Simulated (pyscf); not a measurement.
**H₂C=CH–GeH: (SMILES C=[CH][GeH]), singlet**

Gas-phase minimum from PySCF at ωB97X-D3(BJ)/def2-SVP, one conformer. Other isomers of H₂C=CH–GeH: [singlet] were not searched in full and may lie lower. 

```
C
C 1 1.3443
H 1 1.0978 2 118.35
H 2 1.0984 1 122.92 3 0.02
H 2 1.0987 4 115.92 1 -180.00
Ge 1 1.9629 3 124.27 2 -179.90
H 6 1.5937 1 95.67 3 0.04
```

Properties at ωB97X-D3(BJ)/def2-SVP:

* **Harmonic wavenumbers, unscaled**: 146, 262, 482, 593, 764, 1011, 1036, 1053, 1276, 1420, 1671, 1951, 3131, 3179, 3225 cm⁻¹
* **Zero-point energy**: 30.3 kcal/mol
* **Rotational symmetry number**: 1
* **Entropy of this conformer at 298 K and 1 atm, rigid rotor and harmonic oscillator, modes under 100 cm⁻¹ raised to 100**: 291.1 J/(mol K)
* **Dipole moment**: 1.24 D

Single-point totals, which compare only within one level (frozen core for MP2 and CC):

```json
[
 {"level": "ωB97X-D3(BJ)/def2-TZVP", "total energy (hartree)": "-2155.56946"},
 {"level": "PBE/def2-TZVP", "total energy (hartree)": "-2155.15205"},
 {"level": "r²SCAN/def2-TZVP", "total energy (hartree)": "-2155.51264"},
 {"level": "B3LYP-D3(BJ)/def2-TZVP", "total energy (hartree)": "-2155.64145"},
 {"level": "PBE0-D3(BJ)/def2-TZVP", "total energy (hartree)": "-2155.21722"},
 {"level": "M06-2X/def2-TZVP", "total energy (hartree)": "-2155.53983"},
 {"level": "ωB97M-D3(BJ)/def2-TZVP", "total energy (hartree)": "-2155.62309"},
 {"level": "HF/def2-TZVPP", "total energy (hartree)": "-2153.39418"},
 {"level": "MP2/def2-TZVPP", "total energy (hartree)": "-2153.95034"},
 {"level": "CCSD/def2-TZVPP", "total energy (hartree)": "-2153.97710"},
 {"level": "CCSD(T)/def2-TZVPP", "total energy (hartree)": "-2154.00282"}
]
```

Soft torsions are taken as harmonic, which can shift the entropy by several J/(mol K). The frozen core leaves the outer d or s,p core shells of the metals and heavy elements correlated in the MP2 and CC values, and def2-TZVPP describes them poorly, so these totals are far from the basis limit. Elements up to Kr have no core potential and no relativistic terms here.
